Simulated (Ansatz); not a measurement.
Born–Oppenheimer molecular dynamics of FGeH$_{4}$N (7 atoms, charge 0, multiplicity 1). It starts from a relaxed structure.

Method: RKS PBE-D4/def2-SVP (Ansatz 0.2.0).

```json
{
  "ensemble": "NVT, Nosé–Hoover chain",
  "time step": "0.25 fs",
  "steps asked": "150",
  "set temperature": "1000 K",
  "thermostat": "time constant 50 fs, chain length 3",
  "seed": "348584"
}
```

Frames 1.25 fs apart, positions in Å, forces in eV/Å.

Velocities at 5.0 fs (Å/ps):

```
N 11.16 1.43 3.09
Ge -2.90 -1.87 -1.24
F 2.44 5.48 -1.23
H 8.51 -3.26 51.62
H -7.00 -8.87 19.26
H 1.02 11.98 -13.28
H 5.13 11.94 11.64
```

```xyz
7
Properties=species:S:1:pos:R:3:forces:R:3 time_fs=5.0 energy_less_start_eV=0.259 T=601
N -0.730 0.472 -0.673 -3.11 -0.60 -2.14
Ge 0.562 -0.052 0.378 2.23 1.20 1.78
F 0.456 -1.699 0.898 -0.14 -1.07 0.32
H -0.852 -0.186 -1.478 0.47 0.59 0.09
H -1.682 0.361 -0.260 0.53 0.49 0.22
H 0.509 0.905 1.629 -0.04 -0.42 -0.13
H 1.916 0.125 -0.340 0.05 -0.19 -0.15
7
Properties=species:S:1:pos:R:3:forces:R:3 time_fs=6.2 energy_less_start_eV=0.376 T=421
N -0.718 0.474 -0.670 -3.98 0.40 -0.73
Ge 0.558 -0.054 0.377 2.75 1.44 2.01
F 0.459 -1.693 0.897 -0.17 -1.31 0.39
H -0.838 -0.188 -1.416 0.22 -0.50 -1.39
H -1.685 0.354 -0.235 1.22 0.63 -0.11
H 0.510 0.916 1.612 -0.05 -0.42 -0.03
H 1.923 0.139 -0.327 0.01 -0.24 -0.15
7
Properties=species:S:1:pos:R:3:forces:R:3 time_fs=7.5 energy_less_start_eV=0.488 T=249
N -0.710 0.476 -0.668 -4.12 1.16 0.00
Ge 0.555 -0.056 0.376 3.19 1.63 2.11
F 0.462 -1.688 0.896 -0.20 -1.53 0.45
H -0.821 -0.198 -1.375 -0.02 -1.27 -2.30
H -1.671 0.356 -0.212 1.24 0.66 -0.24
H 0.511 0.922 1.594 -0.05 -0.36 0.12
H 1.930 0.148 -0.316 -0.05 -0.28 -0.15
7
Properties=species:S:1:pos:R:3:forces:R:3 time_fs=8.8 energy_less_start_eV=0.483 T=256
N -0.706 0.479 -0.666 -3.65 0.75 -0.82
Ge 0.553 -0.058 0.375 3.51 1.75 2.05
F 0.464 -1.683 0.895 -0.23 -1.72 0.50
H -0.804 -0.224 -1.366 -0.09 -0.77 -1.75
H -1.638 0.368 -0.192 0.62 0.56 -0.14
H 0.510 0.922 1.578 -0.06 -0.27 0.30
H 1.936 0.154 -0.307 -0.10 -0.31 -0.14
7
Properties=species:S:1:pos:R:3:forces:R:3 time_fs=10.0 energy_less_start_eV=0.469 T=278
N -0.707 0.483 -0.665 -2.59 -0.31 -2.50
Ge 0.552 -0.059 0.375 3.69 1.82 1.88
F 0.467 -1.681 0.895 -0.25 -1.85 0.54
H -0.788 -0.261 -1.382 -0.14 0.48 -0.43
H -1.597 0.388 -0.173 -0.50 0.35 0.19
H 0.509 0.919 1.567 -0.08 -0.16 0.45
H 1.941 0.155 -0.300 -0.13 -0.33 -0.13
7
Properties=species:S:1:pos:R:3:forces:R:3 time_fs=11.2 energy_less_start_eV=0.523 T=197
N -0.710 0.487 -0.666 -1.43 -1.11 -3.73
Ge 0.551 -0.060 0.375 3.70 1.87 1.65
F 0.469 -1.679 0.895 -0.27 -1.93 0.56
H -0.775 -0.292 -1.405 -0.28 1.42 0.59
H -1.563 0.414 -0.152 -1.49 0.16 0.50
H 0.506 0.912 1.562 -0.09 -0.08 0.56
H 1.944 0.151 -0.295 -0.14 -0.32 -0.13
7
Properties=species:S:1:pos:R:3:forces:R:3 time_fs=12.5 energy_less_start_eV=0.531 T=187
N -0.715 0.489 -0.672 -1.05 -1.38 -3.74
Ge 0.551 -0.060 0.376 3.52 1.91 1.44
F 0.471 -1.679 0.895 -0.28 -1.95 0.56
H -0.766 -0.302 -1.420 -0.47 1.72 0.99
H -1.550 0.442 -0.124 -1.51 0.04 0.31
H 0.502 0.905 1.565 -0.10 -0.04 0.57
H 1.944 0.143 -0.291 -0.12 -0.30 -0.13
7
Properties=species:S:1:pos:R:3:forces:R:3 time_fs=13.8 energy_less_start_eV=0.449 T=315
N -0.721 0.490 -0.681 -1.46 -1.06 -2.48
Ge 0.552 -0.060 0.377 3.19 1.95 1.27
F 0.473 -1.681 0.896 -0.29 -1.91 0.55
H -0.764 -0.287 -1.421 -0.66 1.37 0.75
H -1.558 0.471 -0.092 -0.62 -0.03 -0.43
H 0.497 0.897 1.577 -0.09 -0.06 0.49
H 1.943 0.130 -0.290 -0.07 -0.27 -0.14
7
Properties=species:S:1:pos:R:3:forces:R:3 time_fs=15.0 energy_less_start_eV=0.373 T=434
N -0.728 0.490 -0.694 -1.84 -0.07 -0.45
Ge 0.554 -0.060 0.378 2.74 1.98 1.13
F 0.475 -1.684 0.898 -0.30 -1.80 0.51
H -0.771 -0.252 -1.411 -0.83 0.35 -0.16
H -1.576 0.499 -0.066 0.32 -0.12 -1.20
H 0.490 0.887 1.596 -0.08 -0.12 0.32
H 1.942 0.112 -0.291 -0.02 -0.21 -0.15
7
Properties=species:S:1:pos:R:3:forces:R:3 time_fs=16.2 energy_less_start_eV=0.357 T=464
N -0.738 0.490 -0.706 -1.71 1.23 1.61
Ge 0.556 -0.059 0.380 2.22 1.93 0.98
F 0.476 -1.689 0.900 -0.30 -1.63 0.45
H -0.792 -0.213 -1.405 -0.95 -0.99 -1.43
H -1.590 0.526 -0.058 0.77 -0.19 -1.57
H 0.482 0.876 1.620 -0.07 -0.20 0.11
H 1.939 0.092 -0.294 0.03 -0.15 -0.16
7
Properties=species:S:1:pos:R:3:forces:R:3 time_fs=17.5 energy_less_start_eV=0.298 T=560
N -0.749 0.491 -0.717 -1.08 1.67 2.38
Ge 0.558 -0.058 0.381 1.70 1.79 0.80
F 0.478 -1.695 0.902 -0.30 -1.42 0.38
H -0.826 -0.187 -1.418 -0.94 -1.50 -1.90
H -1.593 0.550 -0.072 0.60 -0.21 -1.42
H 0.473 0.862 1.646 -0.05 -0.25 -0.09
H 1.938 0.069 -0.300 0.06 -0.09 -0.15
7
Properties=species:S:1:pos:R:3:forces:R:3 time_fs=18.8 energy_less_start_eV=0.157 T=783
N -0.762 0.494 -0.726 -0.09 0.64 1.10
Ge 0.561 -0.056 0.383 1.19 1.53 0.58
F 0.479 -1.702 0.904 -0.29 -1.17 0.30
H -0.874 -0.181 -1.458 -0.66 -0.60 -0.88
H -1.587 0.572 -0.107 -0.19 -0.12 -0.72
H 0.463 0.844 1.671 -0.02 -0.26 -0.26
H 1.937 0.045 -0.308 0.06 -0.02 -0.13
```

Of the whole run (38 fs, mean temperature of the second half 541 K): The conserved energy stayed within 0.12 meV per atom of its start (net change 0.058 meV per atom), so the integration is sound. The mean temperature of the second half is 46 % below the set value. A run of 0.037 ps of so small a system gives no equilibrium averages.

The run took 3.4 min on 1 thread of Intel(R) Xeon(R) Platinum 8259CL CPU @ 2.50GHz (Skylake/Cascade Lake) (shared host), peak memory 0.12 GiB.
